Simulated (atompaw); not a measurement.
**What one change does to a pseudopotential (niobium (Nb), PAW (atompaw))**

- Element: niobium (Nb)
- Generator: atompaw 4.2.0.5
- Type: PAW
- Functional: PBE
- Relativity: scalar-relativistic
- Frozen core: [Ar] 3d10
- Valence charge: 13
- Reference configuration: 4s2 4p6 4d4 5s0 5p0 (charge +1)
- Partial waves: 4s (bound): rc 1.25 bohr; 5s (bound, empty): rc 2.70 bohr; 4p (bound): rc 1.50 bohr; 5p (bound, empty): rc 2.70 bohr; 4d (bound): rc 2.70 bohr; 4d channel at 0.35 Ry: rc 2.70 bohr
- Local potential: troulliermartins scheme with l = 3 at 0 Ry, radius 2.45 bohr
- Core correction: smooth core density matched at 1.55 bohr
- Augmentation charge: besselshape compensation charge, radius 2.10 bohr; PAW radius 2.70 bohr; waves and projectors: custom polynom2 7 10 vanderbiltortho

Change: wave 4s (bound): rc 1.25 bohr becomes 4s (bound): rc 1.46 bohr.

Cutoffs: the cutoffs (Ry, on a coarse ladder) from which the occupation-weighted sum of valence levels, in a spherical-Bessel basis at the reference potential, stays within 10 and 1 mRy of its value at 400 Ry; they do not see the model core or the augmentation charge, which bear on the density cutoff.

Task: What does the change do?

Result: The potential gets softer (30 Ry and 110 Ry → 30 Ry and 90 Ry); neither file shows a bound ghost.

| quantity | base | changed |
| --- | --- | --- |
| cutoff, loose | 30 Ry | 30 Ry |
| cutoff, tight | 110 Ry | 90 Ry |
| bound ghosts | none | none |
| s: phases at 2.70 bohr within 0.05 rad from the reference energy up to (Ry; the scan ends near 5) | 1.3 | 1.5 |
| p: phases at 2.70 bohr within 0.05 rad from the reference energy up to (Ry; the scan ends near 5) | 0.3 | 0.3 |
| d: phases at 2.70 bohr within 0.05 rad from the reference energy up to (Ry; the scan ends near 5) | 1.9 | 1.9 |
| lowest overlap eigenvalue by channel | s 0.35, p 0.46, d 0.92 | s 0.34, p 0.46, d 0.92 |

 The cutoffs see the waves, projectors and local potential, not the compensation charge or the core.
